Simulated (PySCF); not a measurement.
# Highest orbital energy against ionisation energy along group 15

Calculated with PySCF 2.14, no spin-orbit coupling. Each cell gives −ε(HOMO) / ΔSCF in eV; NIST values include spin-orbit coupling, (s) semi-empirical, (t) theoretical.

| species | UHF | LDA | PBE | PBE0 | r2SCAN | NIST (lowest levels) |
| --- | --- | --- | --- | --- | --- | --- |
| N⁺ (x2c-TZVPPall, spin-free X2C) | 30.373 / 29.203 | 21.990 / 30.045 | 22.013 / 29.894 | 24.235 / 29.906 | 22.788 / 30.132 | 29.601 (s) |
| P⁺ (x2c-TZVPPall, spin-free X2C) | 19.719 / 19.150 | 14.915 / 19.810 | 14.984 / 19.776 | 16.328 / 19.809 | 15.409 / 19.926 | 19.769 (s) |
| As⁺ (x2c-TZVPPall, spin-free X2C) | 18.407 / 17.939 | 14.048 / 18.628 | 14.027 / 18.487 | 15.290 / 18.532 | 14.441 / 18.685 | 18.589 |
| Sb⁺ (x2c-TZVPPall, spin-free X2C) | 16.396 / 16.010 | 12.663 / 16.673 | 12.570 / 16.470 | 13.698 / 16.533 | 12.959 / 16.640 | 16.626 ± 0.025 |
| Bi⁺ (x2c-TZVPPall, spin-free X2C) | 15.714 / 15.354 | 12.154 / 16.034 | 12.042 / 15.819 | 13.128 / 15.878 | 12.404 / 15.955 | 16.703 |

Problem. How far is −ε(HOMO) from ΔSCF on average for each method, and why?

Solution. UHF 0.59 eV; LDA -5.08 eV; PBE -4.96 eV; PBE0 -3.60 eV; r2SCAN -4.67 eV. Hartree-Fock orbital energies lack relaxation and so exceed the ΔSCF value; semilocal functionals have convex E(N) from self-interaction, so their HOMO lies far too high; exact exchange moves hybrids part of the way back.
